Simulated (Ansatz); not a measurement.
The lowest singlet and triplet of C2HN (SMILES [CH]C#N); geometries from B3LYP-D3(BJ)/def2-TZVP, each state relaxed from the structure named, with no frequency check, low spin by broken symmetry.
Singlet at the triplet's geometry (charge 0, multiplicity 1):
```xyz
4

C     -1.171    -0.059     0.302
C      0.083     0.007    -0.015
N      1.225     0.035    -0.375
H     -2.043     0.067     0.904
```

A positive gap puts the triplet lower; no zero-point energy. R- takes a restricted singlet, here one determinant of a half-filled degenerate or near-degenerate pair, which mixes singlet states. U- takes an unrestricted singlet (broken symmetry where lower, unprojected). The triplet is unrestricted in single-reference levels. Active spaces average the two states.

Cores are frozen in the correlated methods.

Run with Ansatz (Gaussian orbitals). Values without a source in brackets are computed.

```tsv
level	gap E(singlet) − E(triplet), vertical, at the triplet's geometry (kJ/mol)
R-HF/cc-pVDZ	224.4
U-r2SCAN/def2-TZVPP (spin-contaminated)	34.4
U-wB97X-V/def2-TZVPP (spin-contaminated)	41.2
R-MP2/cc-pVTZ	55.1
R-CCSD/cc-pVTZ	121.0
R-CCSDT(Q)/cc-pVDZ	101.4
SA-CASSCF(6,6)/cc-pVDZ	110.2
SC-NEVPT2 on SA-CASSCF(6,6)/cc-pVQZ	86.8
FIC-MRCISD+Q on SA-CASSCF(6,6)/cc-pVTZ	(withheld)
```

**Question.** Some entries are withheld; supply them.

**Answer.** 
- FIC-MRCISD+Q on SA-CASSCF(6,6)/cc-pVTZ, gap E(singlet) − E(triplet), vertical, at the triplet's geometry (kJ/mol): 92.3

Doubts at one or more of the structures used: a restricted determinant that unrestricted orbitals would lower (R-HF/cc-pVDZ, R-MP2/cc-pVTZ, R-CCSD/cc-pVTZ, R-CCSDT(Q)/cc-pVDZ); a spin-contaminated determinant (R-HF/cc-pVDZ, R-MP2/cc-pVTZ, R-CCSD/cc-pVTZ, R-CCSDT(Q)/cc-pVDZ).

Ansatz is a program for electronic structure.
